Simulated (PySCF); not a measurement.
PySCF input file for methoxycyclobutane (C5H10O), SMILES COC1CCC1, PBE-D3(BJ)/def2-SVP. The structure is a stationary point at PBE-D3(BJ)/def2-SVP. Other conformers were not sampled.

```python
import numpy as np
from pyscf import gto, scf, dft, df
from pyscf.hessian import thermo

mol = gto.M(
    atom='''
    C     2.19396901    0.83867512   -0.05663537
    O     1.32301084   -0.16711195    0.40491416
    C    -0.02896239    0.20325681    0.33812006
    C    -0.75043651    0.23100464   -1.04209991
    C    -1.96573627   -0.43572529   -0.34502184
    C    -1.01868600   -0.88074906    0.80045784
    H     2.09696553    1.78257725    0.53529099
    H     3.23054622    0.46281075    0.04773705
    H     2.01907524    1.09443109   -1.12989601
    H    -0.19724153    1.16781560    0.88208369
    H    -0.24433543   -0.47320060   -1.73396001
    H    -0.89782944    1.20340793   -1.55307788
    H    -2.50599755   -1.22653822   -0.90099304
    H    -2.70609965    0.31456682   -0.00144332
    H    -1.38305519   -0.85002178    1.84623670
    H    -0.57700176   -1.87772641    0.59978397
    ''',
    basis='def2-SVP',
    charge=0,
    spin=0,
    max_memory=1600,
    verbose=3,
)
mf = dft.RKS(mol, xc='pbe').density_fit(auxbasis='def2-universal-jkfit')
mf.disp = 'd3bj'
mf.grids.level = 3
mf.conv_tol = 1e-11
mf.max_cycle = 100
mf.kernel()

# [left out here: the lines that compute and print the analytic Hessian (its translational invariance restored by hand, since the grid's response is missing), thermochemistry and intensities]
```

Program output:

```
[...]
      13   H                -0.04 -0.17  0.28   -0.06 -0.05 -0.03    0.02  0.01  0.02
      14   H                 0.04 -0.09  0.08    0.08 -0.09  0.05   -0.12  0.40 -0.03
      15   H                 0.05  0.04 -0.01    0.11  0.04  0.12    0.09  0.10 -0.42
Mode                                27                  28                  29
Irrep
Freq [cm^-1]                     1403.7387           1404.8926           1414.3421
Reduced mass [au]                   1.0521              1.0820              1.1193
Force const [Dyne/A]                1.2215              1.2582              1.3191
Char temp [K]                    2019.6675           2021.3277           2034.9233
Normal mode                   x     y     z       x     y     z       x     y     z
       0   C                -0.03 -0.03 -0.04   -0.01 -0.01  0.01    0.06  0.03 -0.03
       1   O                -0.01 -0.00 -0.01   -0.00 -0.00  0.00    0.03 -0.00 -0.01
       2   C                 0.02 -0.00 -0.00   -0.00 -0.00  0.00   -0.03  0.01 -0.00
       3   C                -0.01 -0.00  0.01   -0.01 -0.01  0.03    0.00 -0.00 -0.00
       4   C                -0.01  0.00 -0.00   -0.05  0.00 -0.01   -0.03 -0.00 -0.01
       5   C                -0.00  0.00 -0.00   -0.00  0.03 -0.03    0.00 -0.01  0.01
       6   H                 0.60 -0.01  0.08   -0.02  0.02 -0.03   -0.24  0.01 -0.03
       7   H                 0.10  0.45  0.50    0.03  0.05 -0.17   -0.16 -0.42  0.42
       8   H                -0.29 -0.04  0.03    0.18  0.03 -0.02   -0.54  0.05  0.08
       9   H                -0.03 -0.01 -0.02   -0.02  0.00 -0.00    0.05  0.01  0.02
      10   H                 0.02  0.07 -0.04    0.01  0.21 -0.18   -0.02 -0.03  0.01
      11   H                 0.04 -0.03 -0.07    0.11 -0.10 -0.21    0.00  0.02  0.04
      12   H                 0.04 -0.02 -0.01    0.40 -0.23 -0.08    0.22 -0.13 -0.04
      13   H                 0.03  0.02  0.02    0.34  0.27  0.21    0.19  0.14  0.12
      14   H                 0.01 -0.04  0.01    0.11 -0.33  0.03   -0.01  0.05 -0.00
      15   H                 0.01 -0.00  0.04   -0.07 -0.08  0.36   -0.01  0.00 -0.06
Mode                                30                  31                  32
Irrep
Freq [cm^-1]                     1430.9096           1443.8549           2881.9877
Reduced mass [au]                   1.0930              1.1873              1.0718
Force const [Dyne/A]                1.3186              1.4583              5.2451
Char temp [K]                    2058.7603           2077.3857           4146.5387
Normal mode                   x     y     z       x     y     z       x     y     z
       0   C                 0.01 -0.04  0.01    0.03  0.05 -0.02   -0.00 -0.02  0.01
       1   O                 0.01 -0.01  0.00    0.01  0.02 -0.00   -0.00 -0.00  0.00
       2   C                -0.02  0.00 -0.00   -0.07 -0.01 -0.01   -0.01  0.06  0.03
       3   C                -0.01 -0.01  0.03    0.00 -0.02  0.03    0.00 -0.00 -0.00
       4   C                 0.04  0.01  0.01    0.04  0.01  0.01    0.00 -0.00  0.00
       5   C                 0.00  0.03 -0.03    0.01  0.03 -0.03    0.00 -0.00 -0.00
       6   H                -0.03  0.25 -0.41   -0.11 -0.24  0.39   -0.04  0.29  0.20
       7   H                -0.04 -0.12  0.13   -0.02 -0.08  0.03    0.13 -0.05  0.01
       8   H                -0.10  0.48  0.14   -0.14 -0.43 -0.10   -0.05  0.07 -0.31
       9   H                 0.00 -0.00 -0.00    0.21  0.01  0.05    0.11 -0.71 -0.40
      10   H                 0.00  0.17 -0.15   -0.02  0.17 -0.18   -0.01  0.02  0.02
      11   H                 0.09 -0.09 -0.16    0.09 -0.10 -0.16    0.00  0.01 -0.01
      12   H                -0.24  0.15  0.06   -0.19  0.13  0.05   -0.00 -0.01 -0.01
      13   H                -0.22 -0.17 -0.14   -0.18 -0.14 -0.11   -0.01  0.01  0.00
      14   H                 0.07 -0.22  0.01    0.06 -0.21 -0.00   -0.01  0.00  0.02
      15   H                -0.05 -0.06  0.24   -0.09 -0.07  0.23   -0.01  0.02  0.00
Mode                                33                  34                  35
Irrep
Freq [cm^-1]                     2891.5078           2946.9724           2991.1806
Reduced mass [au]                   1.0510              1.1033              1.0584
Force const [Dyne/A]                5.1775              5.6456              5.5796
Char temp [K]                    4160.2359           4240.0371           4303.6429
Normal mode                   x     y     z       x     y     z       x     y     z
       0   C                -0.00 -0.04  0.01    0.00  0.03  0.08    0.00 -0.00 -0.00
       1   O                -0.00 -0.00  0.00   -0.00 -0.00  0.00   -0.00  0.00  0.00
       2   C                 0.01 -0.04 -0.02    0.00 -0.00 -0.00    0.00 -0.00  0.00
       3   C                -0.00  0.00 -0.00    0.00  0.00 -0.00    0.02  0.01 -0.06
       4   C                -0.00 -0.00 -0.00    0.00 -0.00 -0.00    0.01  0.00  0.00
       5   C                -0.00  0.00  0.00   -0.00  0.00 -0.00   -0.00  0.01 -0.01
       6   H                -0.05  0.54  0.36    0.07 -0.49 -0.31   -0.00  0.01  0.01
       7   H                 0.21 -0.08  0.02    0.04 -0.01  0.02   -0.01  0.00 -0.00
       8   H                -0.08  0.10 -0.47   -0.14  0.17 -0.71    0.01 -0.01  0.03
       9   H                -0.08  0.42  0.24   -0.00  0.04  0.02   -0.00  0.01  0.00
      10   H                 0.01 -0.01 -0.01   -0.01  0.01  0.01   -0.32  0.46  0.43
      11   H                 0.00 -0.02  0.01    0.00 -0.03  0.01    0.09 -0.55  0.27
      12   H                 0.00  0.01  0.00   -0.00 -0.00 -0.00   -0.05 -0.08 -0.06
      13   H                 0.01 -0.01 -0.00   -0.00  0.00  0.00   -0.05  0.06  0.03
      14   H                 0.00 -0.00 -0.02   -0.00  0.00  0.00   -0.04  0.01  0.10
      15   H                 0.01 -0.01 -0.00    0.00 -0.01 -0.00    0.06 -0.13 -0.03
Mode                                36                  37                  38
Irrep
Freq [cm^-1]                     2999.1271           3002.7024           3053.3450
Reduced mass [au]                   1.0580              1.0637              1.1104
Force const [Dyne/A]                5.6070              5.6504              6.0991
Char temp [K]                    4315.0761           4320.2201           4393.0836
Normal mode                   x     y     z       x     y     z       x     y     z
       0   C                -0.00  0.00  0.00   -0.00  0.00 -0.00    0.00 -0.00 -0.00
       1   O                -0.00  0.00  0.00   -0.00  0.00  0.00    0.00 -0.00 -0.00
       2   C                 0.00 -0.00 -0.00    0.00  0.00  0.00    0.00  0.00  0.00
       3   C                -0.00  0.00 -0.00    0.01 -0.00 -0.01   -0.02  0.06  0.00
       4   C                 0.04 -0.00  0.00   -0.05  0.01 -0.00   -0.00 -0.06 -0.03
       5   C                 0.00 -0.04  0.03    0.01 -0.03  0.02   -0.01  0.01  0.02
       6   H                 0.00 -0.00 -0.00    0.00 -0.00 -0.00   -0.00  0.00  0.00
       7   H                 0.00 -0.00  0.00    0.00 -0.00  0.00   -0.02  0.01 -0.00
       8   H                 0.00  0.00  0.00    0.00 -0.00  0.00    0.00 -0.00  0.01
       9   H                -0.00  0.01  0.01    0.00 -0.01 -0.00    0.00 -0.03 -0.02
      10   H                -0.00  0.01  0.01   -0.09  0.13  0.12    0.16 -0.23 -0.23
      11   H                 0.01 -0.06  0.03    0.01 -0.09  0.04    0.07 -0.42  0.22
      12   H                -0.19 -0.30 -0.21    0.18  0.30  0.21    0.27  0.41  0.29
      13   H                -0.29  0.31  0.15    0.40 -0.42 -0.20   -0.24  0.24  0.11
      14   H                 0.18 -0.03 -0.49    0.12 -0.02 -0.33    0.07 -0.01 -0.21
      15   H                -0.21  0.48  0.11   -0.18  0.42  0.09    0.06 -0.13 -0.03
Mode                                39                  40                  41
Irrep
Freq [cm^-1]                     3060.3829           3062.3016           3070.8434
Reduced mass [au]                   1.0986              1.1098              1.1089
Force const [Dyne/A]                6.0623              6.1316              6.1610
Char temp [K]                    4403.2097           4405.9702           4418.2600
Normal mode                   x     y     z       x     y     z       x     y     z
       0   C                -0.07  0.04 -0.01    0.02 -0.01  0.00    0.00 -0.00  0.00
       1   O                -0.00 -0.00  0.00    0.00  0.00 -0.00    0.00  0.00  0.00
       2   C                 0.00 -0.00 -0.00    0.00 -0.00 -0.00    0.00 -0.00 -0.00
       3   C                 0.00 -0.01 -0.00    0.02 -0.06 -0.00    0.01 -0.03 -0.00
       4   C                 0.00 -0.01 -0.00    0.00 -0.03 -0.02    0.01 -0.05 -0.03
       5   C                -0.01  0.01  0.01   -0.02  0.03  0.04    0.03 -0.04 -0.05
       6   H                 0.01 -0.12 -0.09   -0.00  0.03  0.02    0.00  0.00  0.00
       7   H                 0.84 -0.32  0.09   -0.18  0.07 -0.02   -0.00  0.00 -0.00
       8   H                 0.02 -0.03  0.16   -0.01  0.01 -0.04   -0.00  0.00 -0.00
       9   H                 0.00  0.00  0.00   -0.00  0.00  0.00   -0.00  0.04  0.02
      10   H                -0.04  0.06  0.06   -0.19  0.27  0.27   -0.10  0.14  0.14
      11   H                -0.01  0.08 -0.04   -0.06  0.42 -0.22   -0.03  0.18 -0.09
      12   H                 0.04  0.05  0.04    0.13  0.20  0.14    0.19  0.29  0.20
      13   H                -0.04  0.04  0.02   -0.15  0.15  0.07   -0.26  0.26  0.12
      14   H                 0.03 -0.00 -0.09    0.14 -0.01 -0.41   -0.17  0.02  0.47
      15   H                 0.03 -0.07 -0.01    0.14 -0.32 -0.06   -0.19  0.44  0.08
temperature 298.1500 [K]
pressure 101325.00 [Pa]
Rotational constants [GHz] 8.55628 2.36410 2.02488
Symmetry number 1
Zero-point energy (ZPE) 0.13906 [Eh]   365109.995 [J/mol]
                           tot       elec      trans        rot        vib
Entropy [J/mol/K]       332.846      0.000    164.318    110.728     57.800
Cv [J/mol/K]            101.167      0.000     12.472     12.472     76.223
Cp [J/mol/K]            109.481      0.000     20.786     12.472     76.223
Internal energy [J/mol]                      3718.434   3718.434 375115.390
Internal energy [Eh]   -271.04554  -271.19125
Enthalpy [J/mol]                             6197.391   3718.434 375115.390
Enthalpy [Eh]          -271.04460
Gibbs free energy [J/mol]                  -42794.163 -29295.168 357882.383
Gibbs free energy [Eh] -271.08240
mode   freq/cm-1   IR/(km/mol)
   1      103.48         2.440
   2      142.61         0.824
   3      201.04         0.724
   4      259.82         2.636
   5      432.64         0.678
   6      445.71         5.361
   7      598.07         1.434
   8      740.26         4.327
   9      764.76         0.275
  10      875.07         0.459
  11      921.36         2.599
  12      926.10         0.551
  13      953.04         8.547
  14     1033.78        11.382
  15     1045.38        19.932
  16     1102.44         1.372
  17     1137.78         6.165
  18     1140.90        25.164
  19     1154.54        54.650
  20     1179.83        46.525
  21     1195.90         1.502
  22     1207.09         1.901
  23     1213.66        35.953
  24     1224.70        41.060
  25     1256.09         2.341
  26     1336.63        55.853
  27     1390.86         2.866
  28     1403.74         5.517
  29     1404.89         4.650
  30     1414.34         0.705
  31     1430.91        17.188
  32     1443.85         2.144
  33     2881.99        39.351
  34     2891.51        91.868
  35     2946.97        51.896
  36     2991.18        34.321
  37     2999.13        28.214
  38     3002.70        17.720
  39     3053.34         6.184
  40     3060.38        21.536
  41     3062.30        21.041
  42     3070.84        35.633
max |gradient| / (hartree/bohr): 2.5337882894232196e-05
APT charges: [ 0.5162 -0.7782  0.5789 -0.0347  0.0802  0.022  -0.0691 -0.0181 -0.0586
 -0.0959 -0.0148 -0.0333 -0.0311 -0.0311 -0.0296 -0.0029]
```

The run converged.
